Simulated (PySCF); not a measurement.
**Successive ionisation energies of rhenium**

Calculated with PySCF 2.14, two-component X2C-1e (Gaussian nucleus, no Breit or QED terms), each ion in its own even-tempered basis; GMP2 freezes the deep shells of the larger ions and drops the highest virtual spinors; eV.

| ion | configuration | GHF (screened spin-orbit) | GMP2 (screened spin-orbit) | NIST | kind |
| --- | --- | --- | --- | --- | --- |
| Re²⁹⁺ | [Kr] 4d10 | 1193.3 | 1193.6 | 1194 ± 4 | theoretical |
| Re³⁰⁺ | [Kr] 4d9 | 1241.3 | 1241.8 | 1242 ± 4 | theoretical |
| Re³¹⁺ | [Kr] 4d8 | 1292.9 | 1293.2 | 1294 ± 4 | theoretical |
| Re³²⁺ | [Kr] 4d7 | 1348.1 | 1348.1 | 1349 ± 4 | theoretical |
| Re³³⁺ | [Kr] 4d6 | 1401.0 | 1400.9 | 1402 ± 5 | theoretical |
| Re³⁴⁺ | [Kr] 4d5 | 1454.0 | 1453.8 | 1454 ± 5 | theoretical |
| Re³⁵⁺ | [Kr] 4d4 | 1529.4 | 1530.0 | 1530 ± 5 | theoretical |
| Re³⁶⁺ | [Kr] 4d3 | 1583.6 | 1584.1 | 1583 ± 5 | theoretical |
| Re³⁷⁺ | [Kr] 4d2 | 1642.7 | 1642.8 | 1641 ± 4 | theoretical |
| Re³⁸⁺ | [Kr] 4d1 | 1697.4 | 1697.5 | 1696 ± 4 | theoretical |
| Re³⁹⁺ | [Kr] | 1906.0 | 1907.4 | 1912 ± 4 | theoretical |
| Re⁴⁰⁺ | [Ar] 3d10 4s2 4p5 | 1959.8 | 1961.3 | 1966 ± 4 | theoretical |
